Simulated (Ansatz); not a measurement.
`F/C=C/[SiH3]`, relaxed with RKS PBE-D4/def2-SVP in Ansatz 0.2.0 from a rough embedded geometry. The force threshold is 0.03 eV/Å; the program also tests the step.

Charge 0, multiplicity 1.

Start:

```xyz
9

F     2.075   -1.181    1.237
C     1.323   -0.275    0.695
C     0.121   -0.604    0.268
Si   -1.030    0.531   -0.664
H     1.805    0.711    0.657
H    -0.208   -1.633    0.347
H    -1.341    0.022   -1.986
H    -2.292    0.594    0.143
H    -0.454    1.834   -0.699
```

Question: How much energy does the relaxation release, and in how many steps? (Estimate.)

Answer: The calculation gave: 5.62 kcal/mol, in 7 steps.

Question: Which bonds change most? (Best estimate.)

Answer: The calculation gave: Si4–H9 from 1.425 to 1.505 Å; Si4–H7 from 1.451 to 1.506 Å; F1–C2 from 1.296 to 1.342 Å; C2–C3 from 1.317 to 1.343 Å.

Question: Give the relaxed structure. (An estimate is asked.)

Answer: Computed: 
```xyz
9

F     2.161   -1.139    1.301
C     1.316   -0.297    0.686
C     0.108   -0.670    0.231
Si   -1.048    0.524   -0.623
H     1.741    0.720    0.606
H    -0.179   -1.725    0.385
H    -1.360    0.066   -2.023
H    -2.351    0.643    0.122
H    -0.389    1.877   -0.684
```
